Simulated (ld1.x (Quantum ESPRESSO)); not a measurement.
## PBEsol TM dataset for Pb, scalar-relativistic all-electron reference.

lead (Pb), norm-conserving Troullier–Martins (Kleinman–Bylander form), made with ld1.x (Quantum ESPRESSO) 7.5 (PBEsol, scalar-relativistic). Core [Xe] 4f14, reference 5d10 6s2 6p2. Waves: 6s (bound): rc 1.80 bohr; 5d (bound): rc 1.65 bohr; 6p (bound): rc 2.85 bohr. Local part: the p channel. Core correction: none.

Question: Does the generator finish with these settings?

Answer: Yes, a potential is produced and its reference levels are reproduced.

Question: Estimate the cutoffs (Ry, on a coarse ladder) from which the occupation-weighted sum of valence levels, in a spherical-Bessel basis at the reference potential, stays within 10 and 1 mRy of its value at 400 Ry.

Answer: 55 Ry and 90 Ry.

Question: Does the potential have ghost states?

Answer: No extra level below or beside the all-electron valence levels (s, d, p, f tested).

Question: Which valence shell sets the plane-wave cutoff?

Answer: 5d: its level needs 55 Ry to come within 1 mRy, against 40 Ry for 6s.

Question: Tests: 5d10 6s2 6p1; 5d10 6s2 6p0; 5d10 6s1 6p0; 5d10 6s1 6p2; 5d9 6s2 6p3; 5d10 6s0 6p0; 5d10 6s2 6p2.3. Which has the largest error in its energy relative to the reference configuration, and how large is it?

Answer: 5d9 6s2 6p3, with -174 meV (all-electron minus pseudo) on +19.29 eV.
